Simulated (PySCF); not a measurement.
Structure with atom numbers: `[CH:1]#[C:2][C:3]#[C:4][CH2:5][C:6]([NH2:7])=[O:8]` (H(Xn): hydrogen on atom n). Ha(N7) is cis to the C=O or C=S heteroatom; Hb(N7) is trans to the C=O or C=S heteroatom.

- GFN2-xTB geometry
- σ from GIAO-PBE0/pcSseg-1
- program: PySCF 2.14.0 with density-fitted response routines
- a single conformation, in vacuum, equivalent nuclei averaged, non-relativistic Hamiltonian

δ = σ(ref) − σ, references computed at the same level: TMS for ¹³C and ¹H; ¹⁵N vs NH3; ¹⁷O against H2O.

```tsv
atoms	nucleus	count	δ (ppm)
C4	¹³C	1	76.7
C5	¹³C	1	28.5
C3	¹³C	1	?
N7	¹⁵N	1	?
H(C5)	¹H	2	3.23
C6	¹³C	1	?
C2	¹³C	1	73.1
O8	¹⁷O	1	421.4
H(C1)	¹H	1	1.42
Ha(N7)	¹H	1	4.70
C1	¹³C	1	74.7
Hb(N7)	¹H	1	?
```

Q: Fill in the missing shifts.

A: 
- C6: 166.1 ppm, amide carbonyl carbon; lone-pair donation from the attached heteroatom keeps it upfield of a ketone carbonyl
- C3: 78.5 ppm, alkyne carbon; the triple bond shields along its axis, which puts it between sp3 and sp2 carbons
- Hb(N7): 6.25 ppm, hydrogen on an amide-type nitrogen; labile proton, position sensitive to the medium
- N7: 118.2 ppm, amide-type nitrogen

OH/NH shifts are gas-phase values; hydrogen bonding in solution moves them, usually downfield. Rotation about the amide-type C–N bond is slow at room temperature, so the two groups on nitrogen are listed apart. Shifts are as computed. Against solution values, carbons near 30 ppm lie about +3 ppm off and those near 130 ppm about +5 ppm. Of 1211 compounds with measured shifts, 218 miss one by over three times the rms of a fit or turn the order of signals round; such compounds aren't used in these exercises. Hydrogen bonding in solution shields acid and N–H amide carbonyl oxygens by tens of ppm. The C=O carbon of an acid or of an amide with N–H lies up to 10 ppm further downfield in solution, through hydrogen bonding that the calculation lacks. Unscaled 17O shifts of doubly bonded oxygen tend to come out too high, by tens of ppm or more. Experimental scales use liquid or dissolved standards, which lie at an offset from isolated NH3 (liquid NH3: subtract about 20 ppm) and H2O (liquid H2O: subtract about 36 ppm).
